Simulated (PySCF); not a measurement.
Molecule: `InChI=1S/C6H9NSi/c1-2-6-3-4-7(8)5-6/h2-5H,1H2,8H3`.

Bonds (- single, = double, # triple, : aromatic): C1=C2, C2-C3, C3:C4, C4:C5, C5:N6, N6-Si7, N6:C8, C8:C3. C1 carries H9, H10; C2 carries H11; C4 carries H12; C5 carries H13; Si7 carries H14, H15, H16; C8 carries H17. H10 is cis to C3; H9 is trans to C3.

Frames of a GFN2-xTB Langevin trajectory at 400 K; GIAO PBE0/pcSseg-1 shieldings in PySCF 2.14, gas phase, non-relativistic; equivalent atoms averaged within each frame.

Referencing at the same level of theory: TMS for $^{13}$C (σref 186.93), $^{29}$Si (σref 349.16), $^{1}$H (σref 31.72); NH3 for $^{15}$N (σref 267.73). The references are static minima.

Problem. How do the shifts (ppm) fluctuate along the trajectory?

Solution. 
```tsv
time (fs)	C5	C3	C8	C2	C4	C1	N6	Si7	H13	H12
250	135.9	135.5	127.7	127.2	115.0	107.7	158.0	-51.6	6.88	6.54
425	120.1	133.0	132.3	146.4	116.7	121.0	157.7	-46.4	5.84	7.36
625	134.4	139.4	136.1	143.0	116.3	115.1	170.2	-48.1	6.48	7.76
800	136.0	138.7	134.2	140.4	117.3	117.0	156.4	-56.6	7.01	6.91
1000	133.9	132.2	122.6	142.0	115.9	122.8	173.8	-45.7	7.24	6.24
mean of frames	132.1	135.8	130.6	139.8	116.3	116.7	163.2	-49.7	6.69	6.96
standard deviation	6.7	3.2	5.4	7.4	0.9	5.9	8.1	4.5	0.55	0.61
```

5 frames give an uncertainty of the mean of about the standard deviation over 2.2 at best, since frames this close in time may not be independent; classical motion lacks zero-point vibration, and the reference would need the same averaging.
